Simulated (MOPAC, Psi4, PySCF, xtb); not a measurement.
Two geometries of Sn(Me)(NH2), CH₅NSn, SMILES [CH3][Sn][NH2], relaxed at B3LYP-D3(BJ)/def2-SVP with one dihedral held; other torsions can differ between them too.

Structure A

```
8

Sn    -0.2683    -0.4330     1.4551
C      0.2498     1.2787     0.1184
H      0.2740     2.2508     0.6349
H     -0.4122     1.3518    -0.7606
H      1.2710     1.0568    -0.2431
N     -0.9954    -1.5979    -0.1045
H     -0.5655    -2.5023    -0.3048
H     -1.0144    -1.1003    -0.9980
```

Structure B

```
8

Sn     0.8111    -0.2608     1.2988
C     -0.3127     1.2335     0.0801
H     -0.4384     2.1948     0.6016
H      0.2753     1.4128    -0.8374
H     -1.3039     0.8526    -0.2165
N      0.0655    -1.8377     0.2138
H      0.5827    -2.7037     0.0756
H     -0.5381    -1.6749    -0.5919
```

Q: Which is lower in energy at the level B3LYP-D3(BJ)/def2-TZVP, def2 effective core potentials past Kr // B3LYP-D3(BJ)/def2-SVP (Psi4), and by how much?

A: B is lower, by 17.29 kJ/mol (dihedral C2–Sn1–N6–H7: 120° in A, 150° in B).

E(B) − E(A) in kJ/mol at the other levels, on the same two geometries: B3LYP/def2-TZVP, def2 effective core potentials past Kr // B3LYP-D3(BJ)/def2-SVP (Psi4) -17.36; PBE/def2-TZVP, def2 effective core potentials past Kr // B3LYP-D3(BJ)/def2-SVP (Psi4) -16.56; PBE-D3(BJ)/def2-TZVP, def2 effective core potentials past Kr // B3LYP-D3(BJ)/def2-SVP (Psi4) -16.52; r2SCAN/def2-TZVP, def2 effective core potentials past Kr // B3LYP-D3(BJ)/def2-SVP (Psi4) -17.70; PM6, restricted, heats of formation // B3LYP-D3(BJ)/def2-SVP (MOPAC) -13.83; PM7, restricted, heats of formation // B3LYP-D3(BJ)/def2-SVP (MOPAC) -16.79; GFN1-xTB // B3LYP-D3(BJ)/def2-SVP (xtb) -16.78; restricted Hartree-Fock/LANL2DZ, with its core potentials past Ne // B3LYP-D3(BJ)/def2-SVP (PySCF) -30.34; restricted B3LYP/LANL2DZ, with its core potentials past Ne // B3LYP-D3(BJ)/def2-SVP (PySCF) -28.22.
